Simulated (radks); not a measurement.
The numbers below are computed, except where a source is named.
Valence configurations of N II (all share [He]). Level of theory: non-relativistic Kohn-Sham, r2SCAN, spin-polarised, spherical densities, point nucleus; open shells are filled with parallel spins first; meta-GGA in the generalised Kohn-Sham scheme (a radial shooting solver on a logarithmic mesh with Libxc functionals). Energies are relative to 2s2 2p2; eigenvalues in eV for spin up.

valence      E (eV)  moment (Bohr magnetons)    e(2p)    e(2s)
2s2 2p2       0.000                        2  -22.526  -35.258
2s1.5 2p2.5   3.108                        3  -23.189  -35.993
2s1 2p3       4.382                        4  -23.527  -36.321
2s0.5 2p3.5  15.620                        3  -23.510  -36.295
2p4          25.321                        2  -23.024        -

NIST lists [He] 2s2 2p2 as the ground configuration; this level of theory agrees among the configurations tried. The energies are those of spherical high-spin densities, not of single terms.
